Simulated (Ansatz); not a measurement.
Correlation energies of BH₅SeSi by basis set

Cartesian coordinates in Å:
```
B 0.401 1.002 -0.370
Si -0.813 -0.085 0.703
Se 1.211 -1.046 -0.125
H 0.177 1.196 -1.526
H 1.161 1.694 0.242
H -1.921 -0.921 0.177
H -0.746 -0.198 2.181
H 0.530 -1.641 -1.283
```

Total charge 0; spin multiplicity 1. Correlated methods include outer-core shells of Se, which these sets cover unevenly. Scalar relativity is left out up to krypton. The bonds changed during the relaxation, so this is another structure than the one it started from. Geometry: relaxed with PBE0-D4/def2-TZVP. It is one conformer, not always the lowest. Frozen core, restricted reference, Ansatz 0.2.0.

```tsv
basis	HF (Eh)	MP2 corr.	CCSD corr.	(T)	CCSD(T) total
def2-SVP	-2715.94170	-0.44017	-0.47868	-0.01464	-2716.43502
def2-TZVPP	-2716.36952	-0.52444	-0.56159	-0.02277	-2716.95388
def2-QZVPP	-2716.42685	-0.84362	–	–	–
```
